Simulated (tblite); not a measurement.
C$_{4}$H$_{11}$Ge (SMILES C[C](C)[CH2][GeH3]), doublet, geometry from GFN2-xTB; GFN1-xTB with ALPB(water) in tblite 0.6.0.

Input for tblite:
```
$ tblite run mol.xyz --method gfn1 --charge 0 --spin 1 --alpb water --json tblite.json --no-restart

# file mol.xyz
16

C     -1.85035356     1.56009507     0.14592461
C     -1.57669076     0.11504733    -0.06642678
C     -2.07325179    -0.86283119     0.93630274
C     -0.47103887    -0.27125152    -0.93856462
Ge     1.35925460    -0.13968053    -0.06768165
H     -2.85248235     1.71641892     0.54198171
H     -1.74655752     2.11849549    -0.78413121
H     -1.14053095     1.99270829     0.86601577
H     -1.39644362    -0.91652367     1.80145150
H     -2.13128078    -1.86437527     0.51056702
H     -3.05654015    -0.57954374     1.30802397
H     -0.56352042    -1.30878474    -1.26621876
H     -0.41699272     0.36701745    -1.82302937
H      1.48452088    -1.01152390     1.14606699
H      2.47398997    -0.54191736    -0.99123372
H      1.67770040     1.25144752     0.39290304
```

Problem. Predict the main parts of the log of this tblite run.

Solution. 
```
xTB calculator
 | screened Coulomb repulsion
 | Coulomb electrostatics
 |  * isotropic Klopman-Ohno-Mataga-Nishimoto electrostatics
 |  * onsite third-order electrostatics
 | DFT-D3(BJ) dispersion correction
 | Interactions (3)
 | [1] alpb/gbsa reaction field model
 | [2] cds contribution to solvation
 | [3] empirical free energy shift and standard state/solvent correction

halogen bonding energy    0.0000000000000E+00 Eh
repulsion energy          2.1050090085784E-01 Eh
dispersion energy        -5.9569133517517E-03 Eh
interaction energy        2.0348578664085E-03 Eh
number of electrons       3.1000000000000E+01 e
integral cutoff           4.0000000000000E+01 bohr

------------------------------------------------------------
  cycle        total energy    energy error   density error
------------------------------------------------------------
      1     -15.81393456027  -1.6020513E+01   5.2757303E-01
      2     -15.90208357279  -8.8149013E-02   3.0529280E-01
      3     -15.81652810779   8.5555465E-02   1.9105726E-01
      4     -15.97814324726  -1.6161514E-01   3.4488391E-02
      5     -15.98358595535  -5.4427081E-03   1.9933822E-02
      6     -15.98498881316  -1.4028578E-03   4.1940961E-03
      7     -15.98508114703  -9.2333867E-05   3.7997541E-04
      8     -15.98508117866  -3.1630993E-08   1.0469189E-04
      9     -15.98508117825   4.1535131E-10   1.9613147E-05
------------------------------------------------------------

electronic energy        -1.6191660023620E+01 Eh
total energy             -1.5985081178248E+01 Eh

Post processing:
 | Mayer-Wiberg bond orders

[Info] JSON dump of results written to 'tblite.json'
```
